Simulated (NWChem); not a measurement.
System: C$_{3}$H$_{6}$O$_{3}$; SMILES C1OCOCO1

NWChem input:

```
start job
memory heap 200 mb stack 900 mb global 1100 mb
geometry units angstroms noautoz
  C      0.894740    -0.969878     0.169064
  O     -0.395987    -1.270947    -0.262977
  C     -1.287309    -0.289929     0.169064
  O     -0.902679     0.978409    -0.262977
  C      0.392569     1.259807     0.169064
  O      1.298666     0.292538    -0.262977
  H      1.579490    -1.711094    -0.262407
  H      0.937626    -1.016003     1.282838
  H     -1.348698    -0.304007     1.282838
  H     -2.271596    -0.512331    -0.262407
  H      0.411071     1.320010     1.282838
  H      0.692106     2.223425    -0.262407
end
basis spherical
  * library def2-tzvpd
end
dft
  xc xpbe96 cpbe96
  iterations 150
  semidirect filesize 400000000
  mulliken
end
task dft energy
```

Output (shortened):

```
             Northwest Computational Chemistry Package (NWChem) 7.3.0
             --------------------------------------------------------

 C3  symmetry detected

                             Geometry "geometry" -> ""
                             -------------------------

 Output coordinates in angstroms (scale by  1.889725989 to convert to a.u.)

  No.       Tag          Charge          X              Y              Z
 ---- ---------------- ---------- -------------- -------------- --------------
    1 C                    6.0000     0.29339198    -1.28652424     0.17337656
    2 O                    8.0000    -0.97597596    -0.90530845    -0.25866444
    3 C                    6.0000    -1.26085866     0.38917721     0.17337656
    4 O                    8.0000    -0.29603213     1.29787420    -0.25866444
    5 C                    6.0000     0.96746668     0.89734702     0.17337656
    6 O                    8.0000     1.27200809    -0.39256575    -0.25866444
    7 H                    1.0000     0.51844238    -2.27020885    -0.25809444
    8 H                    1.0000     0.30763518    -1.34787471     1.28715056
    9 H                    1.0000    -1.32111133     0.40751747     1.28715056
   10 H                    1.0000    -2.22527973     0.68612016    -0.25809444
   11 H                    1.0000     1.01347615     0.94035724     1.28715056
   12 H                    1.0000     1.70683735     1.58408870    -0.25809444

 Effective nuclear repulsion energy (a.u.)     272.4862913048

      Symmetry information
      --------------------

 Group name             C3
 Group number              5
 Group order               3
 No. of unique centers     4

  pbe96 is a nonlocal functional; adding pw91lda local functional.

                                 NWChem DFT Module
                                 -----------------

 Summary of "ao basis" -> "ao basis" (spherical)
 ------------------------------------------------------------------------------
       Tag                 Description            Shells   Functions and Types
 ---------------- ------------------------------  ------  ---------------------
 C                         def2-tzvpd               13       37   6s3p3d1f
 O                         def2-tzvpd               14       40   6s4p3d1f
 H                         def2-tzvpd                5        9   3s2p

      Symmetry analysis of basis
      --------------------------

        a          95
        e+         95
        e-         95

  Rotation of axis

            General Information
            -------------------
          SCF calculation type: DFT
          Wavefunction type:  closed shell.
          No. of atoms     :    12
          No. of electrons :    48
           Alpha electrons :    24
            Beta electrons :    24
          Charge           :     0
          Spin multiplicity:     1
          Use of symmetry is: on ; symmetry adaption is: on
          Maximum number of iterations: 150
          AO basis - number of functions:   285
                     number of shells:   111
          Convergence on energy requested:  1.00D-06
          Convergence on density requested:  1.00D-05
          Convergence on gradient requested:  5.00D-04

              XC Information
              --------------
          PerdewBurkeErnzerhof Exchange Functional  1.000
            Perdew 1991 LDA Correlation Functional  1.000 local
           PerdewBurkeErnz. Correlation Functional  1.000 non-local

             Grid Information
             ----------------
          Grid used for XC integration:  medium
          Radial quadrature: Mura-Knowles
          Angular quadrature: Lebedev.
          Tag              B.-S. Rad. Rad. Pts. Rad. Cut. Ang. Pts.
          ---              ---------- --------- --------- ---------
          C                   0.70       49          11.0       434
          O                   0.60       49          12.0       434
          H                   0.35       45          12.0       434
          Grid pruning is: on
          Number of quadrature shells:   188
          Spatial weights used:  Erf1

      Superposition of Atomic Density Guess
      -------------------------------------

 Sum of atomic energies:        -340.36613517

      Non-variational initial energy
      ------------------------------

 Total energy =    -343.769412
 1-e energy   =   -1005.454656
 2-e energy   =     389.198952
 HOMO         =      -0.340717
 LUMO         =       0.049172

      Symmetry analysis of molecular orbitals - initial
      -------------------------------------------------

  Numbering of irreducible representations:

     1 a           2 e+          3 e-

  Orbital symmetries:

     1 a           2 e+          3 e+          4 a           5 e+
     6 e+          7 a           8 e+          9 e+         10 e+
    11 e+         12 a          13 a          14 a          15 e+
    16 e+         17 a          18 e+         19 e+         20 e+
    21 e+         22 e+         23 e+         24 a          25 a
    26 e+         27 e+         28 a          29 e+         30 e+
    31 e+         32 e+         33 a          34 e+

------------------------------------------------------------
EAF file 0: "./job.aoints.0" size=2537553920 bytes
------------------------------------------------------------
               write      read    awrite     aread      wait
               -----      ----    ------     -----      ----
     calls:     4840         0         0         0         0
   data(b): 2.54e+09  0.00e+00  0.00e+00  0.00e+00
   time(s): 0.00e+00  0.00e+00  0.00e+00  0.00e+00  0.00e+00
rate(mb/s): 0.00e+00  0.00e+00
------------------------------------------------------------

     ---------------------------------------------
      Total Density - Mulliken Population Analysis
     ---------------------------------------------

[...]
```

Level: PBE/def2-TZVPD. All runs use the structure optimised with PBE0/def2-SVP.
